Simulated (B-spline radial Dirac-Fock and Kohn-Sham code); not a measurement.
Model: relativistic Hartree-Fock (Dirac-Fock) wave functions, averaged over the configuration. Program: a radial atomic solver.

Question: This computed X-ray form factor belongs to an atom or ion in its tabulated ground configuration. Which?

```
sin θ/λ (Å⁻¹)      f₀
         0.05  48.640
         0.06  48.484
         0.08  48.093
          0.1  47.602
         0.13  46.698
         0.16  45.623
         0.52  29.929
         2.08   9.015
         4.18   4.073
```

Answer: La⁸⁺, with 49 electrons in [Kr] 4d10 5s2 5p1. f₀ tends to the number of electrons as s goes to zero, which the first rows give only roughly, and the rate of fall reflects the nuclear charge, 57.
